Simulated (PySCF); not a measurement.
IrCl₂⁺: fields on a plane

These are results of UB3LYP in PySCF with Ir def2-SVP with ECP60, Cl def2-SVP; scalar-relativistic core potentials, no spin–orbit coupling; density-fitted integrals, not measurements.

The quintet minimum has Ir–Cl 2.217 Å (×2); Cl–Ir–Cl 180.0°.

The plane holds Ir1 at (0.00, 0.00), Cl2 at (2.22, 0.00), Cl3 at (-2.22, 0.00) Å. Columns run from x = -4.35 to 4.65 Å, rows from y = 2.25 (top) to -1.95 Å, in steps of 0.3 Å. Other isomers or separated fragments may lie lower. Core electrons replaced by a potential are absent, the electrostatic potential uses the reduced nuclear charge, and values within about 0.7 Å of such atoms have no physical meaning.

Q: Give the electrostatic potential (V) (cut at 20 V). Lower edges of the bins (V): '0' 2.91, '1' 3.01, '2' 3.17, '3' 3.42, '4' 3.83, '5' 4.46, '6' 5.47, '7' 7.07, '8' 9.61, '9' 13.63; top 20.0.

A: 
```
1233344455566666666555444333210
2233445555666777766655554433220
2334455566677777777666555443321
3344566677778888887777666544332
3445678888889999998888887654432
3456799999899999999899999765432
3457899999999999999999999875433
4457999999999999999999999975443
4457999999999999999999999975443
3457899999999999999999999875433
3456799999899999999899999765432
3445678888889999998888887654432
3344566677778888887777666544332
2334455566677777777666555443321
2233445555666777766655554433220
```

Q: Give the spin density (e/Å³) (cut at ±0.5 e/Å³). Every second row and column.

A: 
```
 0.00  0.00  0.00  0.00  0.00  0.00  0.00  0.00  0.00  0.00  0.00  0.00  0.00  0.00  0.00  0.00
 0.00  0.00  0.00  0.00  0.00  0.00  0.01  0.03  0.02  0.00  0.00  0.00  0.00  0.00  0.00  0.00
 0.00  0.00  0.01  0.04  0.03  0.00  0.07  0.28  0.17  0.02  0.01  0.05  0.02  0.00  0.00  0.00
 0.00  0.00  0.01  0.17  0.13 -0.01  0.26  0.50  0.50  0.03  0.03  0.18  0.06  0.00  0.00  0.00
 0.00  0.00  0.00  0.02  0.00 -0.01  0.38  0.05  0.50  0.04 -0.01  0.50  0.02  0.00  0.00  0.00
 0.00  0.00  0.01  0.12  0.10  0.00  0.14  0.50  0.45  0.02  0.02  0.16  0.05  0.00  0.00  0.00
 0.00  0.00  0.00  0.01  0.01  0.00  0.03  0.09  0.06  0.01  0.00  0.01  0.01  0.00  0.00  0.00
 0.00  0.00  0.00  0.00  0.00  0.00  0.00  0.01  0.01  0.00  0.00  0.00  0.00  0.00  0.00  0.00
```

With open d or f shells other occupations or spin states may lie lower. Spin–orbit coupling, left out here, can matter for elements this heavy.
